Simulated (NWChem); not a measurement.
AlH₃Se₂; SMILES [SeH][AlH][SeH]

```xyz
6

Al     0.0000     0.0000    -0.9823
H      0.0000     0.0000    -2.5619
Se    -2.0191     0.3072     0.1115
H     -1.4230     0.2163     1.4531
Se     2.0191    -0.3072     0.1115
H      1.4230    -0.2163     1.4531
```
Atoms are numbered in this order, from 1.

Computed with NWChem. Pople sets run with spherical d functions. The geometry was optimised at PBE0/def2-SVP. GIAO values for the isolated, static molecule; σ is the absolute isotropic shielding, δ = σ(reference) − σ with the isolated reference molecule computed at the same levels (1H: tetramethylsilane). Spin-orbit effects, on the heavy nuclei and on their neighbours, are missing.

For level PBE/pcSseg-1:

| Item | Result |
|---|---|
| σ Al1 (ppm) | 281.2 |
| δ H2 (ppm) | 5.68 |
| σ Se3 (ppm) | 1927.6 |
| δ H4 (ppm) | 0.97 |

### Question
How do the values read with level Hartree-Fock/6-31G* instead?

### Answer
| Property | Value |
|---|---|
| σ Al1 (ppm) | 404.7 |
| δ H2 (ppm) | 5.83 |
| σ Se3 (ppm) | 2271.2 |
| δ H4 (ppm) | 0.66 |
